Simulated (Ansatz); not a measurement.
Relaxation of H₆OSiZn (9 atoms, charge 0, multiplicity 1), to a largest force component of 0.03 eV/Å in at most 50 steps.

All numbers below come from RKS BHLYP-D4/def2-SVP in Ansatz 0.2.0.

```xyz
9
Properties=species:S:1:pos:R:3
Zn -1.647 -0.444 -0.712
Si 1.466 0.224 1.041
O -1.708 0.037 -2.417
H 0.033 0.362 1.201
H -1.470 -0.790 0.765
H 1.979 -0.662 2.119
H 2.160 1.531 1.120
H 1.743 -0.408 -0.278
H -2.557 0.150 -2.840
```

Where does it end, and by what steps?

The forces met the threshold. After 22 steps the energy has fallen by 0.491 eV; H9 moved furthest, 1.94 Å.

```csv
step,energy less start (eV),largest force component (eV/Å),accepted
0,0.0000,0.838,yes
1,-0.1362,0.215,yes
2,-0.1763,0.225,yes
3,-0.2114,0.143,yes
4,-0.2238,0.159,yes
5,-0.2277,0.168,yes
6,-0.2423,0.260,yes
7,-0.2589,0.428,yes
8,-0.2830,0.269,yes
9,-0.3032,0.273,yes
10,-0.3033,1.242,yes
11,-0.2310,2.766,no
12,-0.3390,0.358,yes
13,-0.3563,0.254,yes
14,-0.3817,0.123,yes
15,-0.4120,0.416,yes
16,-0.4420,0.351,yes
17,-0.4546,0.361,yes
18,-0.4652,0.813,yes
19,-0.4816,0.297,yes
20,-0.4889,0.148,yes
21,-0.4898,0.254,yes
22,-0.4914,0.026,yes
```

```xyz
9
Properties=species:S:1:pos:R:3
Zn -1.967 -0.573 -0.288
Si 1.283 0.246 0.590
O -0.803 0.415 -1.212
H -0.009 -0.134 1.227
H -2.980 -1.397 0.491
H 2.294 0.116 1.675
H 1.289 1.650 0.143
H 1.655 -0.720 -0.463
H -0.761 0.397 -2.163
```

Run time: 42 s on 2 threads of Intel(R) Xeon(R) Platinum 8488C (Sapphire Rapids), with other jobs on the host, peak memory 0.21 GiB.
